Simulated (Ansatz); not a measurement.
Species: sum formula SnOH, charge -1, multiplicity 1. SMILES of the parent species: [OH][Sn]
Coordinates optimised at B3LYP-D3(BJ)/def2-TZVP (Ansatz, an electronic-structure program):
```
O
H 1 0.9605
Sn 1 2.0909 2 103.36
```
Charge -1, spin multiplicity 1.

Parts of the frozen-core correlation energy in def2-SVP (Ansatz, hartree). Frozen orbitals: 10; correlated occupied orbitals by spin: 6 and 6; virtual: 29 and 29. No spin-orbit coupling. Past Kr the def2 sets carry scalar-relativistic core potentials. The restricted reference is unstable.

```tsv
term	value
reference (HF)	-288.69523
MP2 opposite-spin	___
MP2 same-spin	___
CCSD correlation	-0.27756
(T)	___
CCSDT minus CCSD(T)	-0.00139
T1 diagnostic	0.022
largest doubles amplitude	0.199
```

### Question
Some entries are withheld; supply them.

### Answer

- MP2 opposite-spin, value: -0.19456
- MP2 same-spin, value: -0.06438
- (T), value: -0.00771
